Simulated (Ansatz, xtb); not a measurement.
# Relative energy of two structures of CF3Si2

Structure I is a doublet given by its coordinates and structure II is `F[Si]1=[C][Si]1(F)F`, a doublet. Both are isolated molecules in the gas phase, relaxed with r2SCAN-D4/def2-SVP.

I (Å):

| atom | x (Å) | y (Å) | z (Å) |
| --- | --- | --- | --- |
| C | -0.6103 | -3.1584 | 1.0933 |
| F | -2.1442 | -1.6122 | -0.7441 |
| F | -3.2174 | -2.0921 | 1.5267 |
| F | -1.2105 | -0.4582 | 1.3810 |
| Si | -1.8061 | -1.8337 | 0.8086 |
| Si | 0.5578 | -4.3750 | 1.3874 |

Close contacts (Å): C1–Si5 1.81, C1–Si6 1.71, F2–Si5 1.60, F3–Si5 1.60, F4–Si5 1.60.

II (Å):

```xyz
6

C    -2.6038   -2.2974    0.9896
F    -2.2877   -0.1531   -1.0851
F    -0.3752   -2.5553    2.9886
F    -0.3643   -4.2893    1.1996
Si   -1.7071   -1.2379   -0.0299
Si   -1.0912   -2.9116    1.5947
```

Question: Which of the two would you expect CCSD(T)/def2-SVP electronic energies to favour?

Answer: Structure I; the calculation gives E(II) − E(I) = +31.6 kcal/mol.

How the difference moves with the method:

```json
{"level": "r2SCAN-D4/def2-SVP", "geometry": "r2SCAN-D4/def2-SVP", "E(II) − E(I) (kcal/mol)": "+23.3", "departure from the last row (kcal/mol)": "−8.3", "job, with rough time for the two": "optimisation, 2.7 min"}
{"level": "HF/def2-SVP", "geometry": "r2SCAN-D4/def2-SVP", "E(II) − E(I) (kcal/mol)": "+48.1", "departure from the last row (kcal/mol)": "+16.5", "job, with rough time for the two": "part of the CCSD(T) run"}
{"level": "MP2/def2-SVP", "geometry": "r2SCAN-D4/def2-SVP", "E(II) − E(I) (kcal/mol)": "+26.0", "departure from the last row (kcal/mol)": "−5.6", "job, with rough time for the two": "part of the CCSD(T) run"}
{"level": "CCSD(T)/def2-SVP", "geometry": "r2SCAN-D4/def2-SVP", "E(II) − E(I) (kcal/mol)": "+31.6", "departure from the last row (kcal/mol)": "", "job, with rough time for the two": "single point, 35 s"}
```

The levels shown agree on the order. The largest departure from CCSD(T)/def2-SVP is that of HF/def2-SVP, 16.5 kcal/mol. Levels run at GFN2-xTB geometries aren't shown.

With harmonic frequencies from r2SCAN-D4/def2-SVP (ideal gas, rigid rotor, one conformer each, 298.15 K, 1 atm): on the last row, ΔE + ΔZPE = +31.4, ΔH = +31.5, ΔG = +31.1 kcal/mol.

Open shells are spin-unrestricted, with notable spin contamination under HF/def2-SVP, MP2/def2-SVP, CCSD(T)/def2-SVP. The correlated steps freeze 14 core orbitals. Codes used: Ansatz 0.2.0; the last row on 2 threads of Intel(R) Xeon(R) 6975P-C (Granite Rapids) on a shared host.
